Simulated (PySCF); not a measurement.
Cards and structures have been mixed up. Pair them.

Structures:
1. `ClC1=C[Si@@H](C2CC2)C=C[SiH2]1`
2. `C=C(C)[Si@H](N)O[SiH3]`
3. `C(/C=C/C)OC(=O)C`

Card P (geometry GFN2-xTB):
- Rotational constants A, B, C: 2.700, 1.131, 0.871 GHz
- Static isotropic polarisability (B3LYP/def2-SVPD): 98.0 au
- Lowest singlet excitation (TDDFT B3LYP/def2-SVPD): 5.89 eV (210 nm, f = 0.002)
- 13C chemical shifts (computed TMS as zero) by class (GIAO PBE0/pcSseg-1): 153.0 (1 C), 131.2 (1 C), 23.7 (1 C) ppm
- Isotropic shieldings of nuclei other than C and H, by class (GIAO PBE0/pcSseg-1): 243 (1 N), 313 (1 O), 382 (1 Si), 395 (1 Si) ppm

Card Q (geometry GFN2-xTB):
- Rotational constants A, B, C: 1.374, 0.500, 0.387 GHz
- Isotropic shieldings of nuclei other than C and H, by class (GIAO PBE0/pcSseg-1): 378 (1 Si), 417 (1 Si), 614 (1 Cl) ppm
- 13C chemical shifts (computed TMS as zero) by class (GIAO PBE0/pcSseg-1): 157.0 (1 C), 156.5 (1 C), 151.4 (1 C), 147.9 (1 C), 3.1 (1 C), 3.0 (1 C), -1.5 (1 C) ppm
- Point group: C1

Card R (geometry GFN2-xTB):
* Rotational constants A, B, C: 3.676, 1.099, 1.009 GHz
* Static isotropic polarisability (B3LYP/def2-SVPD): 80.8 au
* Dipole moment (B3LYP/def2-SVPD): 1.91 D
* HOMO energy (B3LYP/def2-SVPD): -7.03 eV
* Strongest line among the 8 lowest singlet transitions (TDDFT B3LYP/def2-SVPD): S7 at 7.26 eV (171 nm, f = 0.346)

Species are written as SMILES; each is one conformer at its optimised geometry, gas phase, non-relativistic unless stated; the electronic structure was computed with PySCF and density fitting. NMR classes are plain means over equivalent atoms (diastereotopic ones count apart unless rotation or inversion swaps them), as if these changed places fast.

Q: Which card belongs to which structure?

A: P = 2, Q = 1, R = 3. What ties each card to its structure:
- 1 (card Q), C7H11ClSi2, monoisotopic mass 186.0 u, 10 heavy atoms: 7 C in 7 classes; the least shielded carbon (157.0 ppm) is an alkene CH carbon; an asymmetric top with C = 0.387 GHz, the lowest such constant on the cards.
- 2 (card P), C3H11NOSi2, monoisotopic mass 133.0 u, 7 heavy atoms: 3 C in 3 classes; the least shielded carbon (153.0 ppm) is a fully substituted alkene carbon; an asymmetric top with C = 0.871 GHz; polarisability 98.0 au for 72 electrons.
- 3 (card R), C6H10O2, monoisotopic mass 114.1 u, 8 heavy atoms: an asymmetric top with C = 1.009 GHz, the highest such constant on the cards; polarisability 80.8 au for 62 electrons; dipole 1.91 D.
